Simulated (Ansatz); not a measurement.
## Changing the shape of CaF, doublet

Calculated in Ansatz's Gaussian-basis code. Basis def2-SVP, nonrelativistic, 10 orbitals frozen in the corrections; active space CAS(9,6). Restricted Hartree–Fock, then the lowest state-specific CASSCF solution met for each case. The basis is small, far from the limit. On stretched bonds single-reference methods can fail or change state. Solutions in different active orbitals can move differences by tenths of an eV and at times more than 1 eV.

Case A: bond length 2.9505 Å. A bond is stretched, to 1.27 times the sum of the covalent radii.

Case B: bond length 1.9670 Å.

Energy less that of case A, in eV:

| case | RHF/ROHF | CASSCF |
| --- | --- | --- |
| B | -2.572 | -2.448 |

**Question.** What does SC-NEVPT2 give for these differences?

**Answer.** B: -2.267 eV (-52.3 kcal/mol).
